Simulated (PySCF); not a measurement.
These 3 structures share the formula C2H6FNSi. Theory: PBE0-D3(BJ)/def2-SVP geometry optimisation, gas phase (PySCF 2.14.0). Energies are electronic, without zero-point or thermal terms, for one conformer each. No frequencies were run at this level. Point groups hold within 0.08 Å.

Question: Rank from lowest to highest electronic energy at this level (kJ/mol).
A. `[CH2:1]=[N:2][Si@@H:3]([CH3:4])[F:5]` with C1–N2–Si3–C4 -119°
B. `[F:1][CH2:2]/[CH:3]=[N:4]\[SiH3:5]` with F1–C2–C3–N4 0°
C. `[CH2:1]=[C:2]([F:3])[SiH2:4][NH2:5]` with C1–C2–Si4–N5 -11°, C2–Si4–N5–H -73° and 139°

Answer: A (0.0), C (183.1), B (233.7).

As drawn, the lowest has an Si–F bond and an Si–C bond, which the highest lacks.

| SMILES | E (Eh) | E rel (kJ/mol) | dipole (D) | point group | A, B, C (MHz) |
| --- | --- | --- | --- | --- | --- |
| C=N[Si@@H](C)F | -523.33248 | 0.0 | 0.87 | C1 | 5751, 3126, 2346 |
| C=C(F)[SiH2]N | -523.26273 | 183.1 | 2.68 | C1 | 7107, 2610, 1979 |
| FC/C=N\[SiH3] | -523.24348 | 233.7 | 2.71 | Cs | 6830, 2948, 2140 |
